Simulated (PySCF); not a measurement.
Run record: excited-state job, `C1=[CH][GeH2][CH]=C1`.

Method: TDDFT PBE0/def2-SVPD, vertical, gas phase, core orbitals frozen in the response (PySCF 2.14.0, density-fitted response routines). Geometry: GFN2-xTB. The input is one job of a driver script: a line of settings, then coordinates in Å.

Input:
```
{"job": {"kind": "uv", "xc": "PBE0", "basis": "def2-SVPD", "nstates": 8, "ntriplets": 3}, "charge": 0, "multiplicity": 1}
C     -1.045938     0.747372    -0.430423
C      0.168010     1.299916    -0.336686
Ge     1.414207    -0.056403     0.305359
C     -0.085557    -1.302733     0.349449
C     -1.182827    -0.657575    -0.059898
H     -1.924455     1.283743    -0.763043
H      0.356452     2.329353    -0.589888
H      2.045219     0.233227     1.635412
H      2.517088    -0.415451    -0.646446
H     -0.098390    -2.339285     0.640608
H     -2.158383    -1.119493    -0.130407
```

Output:
```
coarse grid: 42968 points
cycle   1  E = -2232.1174585616  dE =  2.322e-02  |g| = 5.004e-01  |ddm| = 6.101e+00
cycle   2  E = -2232.0938996606  dE =  2.356e-02  |g| = 5.965e-01  |ddm| = 1.592e+00
cycle   3  E = -2232.1647193713  dE = -7.082e-02  |g| = 2.806e-02  |ddm| = 9.226e-01
cycle   4  E = -2232.1649145207  dE = -1.951e-04  |g| = 1.725e-02  |ddm| = 1.128e-01
cycle   5  E = -2232.1649783670  dE = -6.385e-05  |g| = 2.599e-03  |ddm| = 3.164e-02
cycle   6  E = -2232.1649797655  dE = -1.399e-06  |g| = 8.329e-04  |ddm| = 7.190e-03
final grid: 90104 points
cycle   7  E = -2232.1649497712  dE =  4.328e-07  |g| = 1.572e-03  |ddm| = 8.664e-03
cycle   8  E = -2232.1649480546  dE =  1.717e-06  |g| = 2.977e-03  |ddm| = 8.622e-03
cycle   9  E = -2232.1649504422  dE = -2.388e-06  |g| = 4.942e-05  |ddm| = 5.566e-03
cycle  10  E = -2232.1649504429  dE = -6.698e-10  |g| = 5.461e-06  |ddm| = 9.948e-05
converged SCF energy = -2232.1649504429

Static polarisability (au): isotropic 72.462, principal 53.191 74.926 89.269

Singlet excitations
state   eV       nm        f      main configurations
  1   4.5112    274.8   0.05933   H->L 0.97
  2   5.4749    226.5   0.00000   H-1->L 0.99
  3   6.1077    203.0   0.00831   H-3->L 0.77, H->L+1 0.21
  4   6.2271    199.1   0.00250   H->L+1 0.78, H-3->L 0.21
  5   6.3256    196.0   0.00000   H->L+2 0.95
  6   6.5292    189.9   0.05736   H-2->L 0.77, H->L+4 0.21
  7   6.9732    177.8   0.00000   H->L+3 0.94
  8   7.2716    170.5   0.00000   H->L+5 0.98

Triplet excitations (Tamm-Dancoff, eV): 2.7004 4.8484 5.0296
```

The SCF starts on a coarse grid where the log names one; the energy can jump when the final grid takes over, and dE then counts from the start density on the new grid. H and L stand for HOMO and LUMO; the number after each pair is its weight.

Task: Give the mean polarisability as a volume in Å³, and the ratio of the largest to the smallest principal value.

Result: 72.462 au × 0.148185 = 10.74 Å³; 89.269/53.191 = 1.68.

In short: HOMO -6.75 eV, LUMO -1.42 eV; lowest singlet 4.51 eV; lowest triplet 2.70 eV (Tamm–Dancoff); mean polarisability 72.5 au.

 The PBE0/def2-SVPD calculation is non-relativistic and has no spin–orbit coupling, an omission that weighs most on germanium.

Task: Estimate the wall time. Hardware: an Arm Neoverse V2 with one thread (shared host).

Result: About 16 s.
Labels such as C1 count atoms from 1, the log's own numbers from 0.
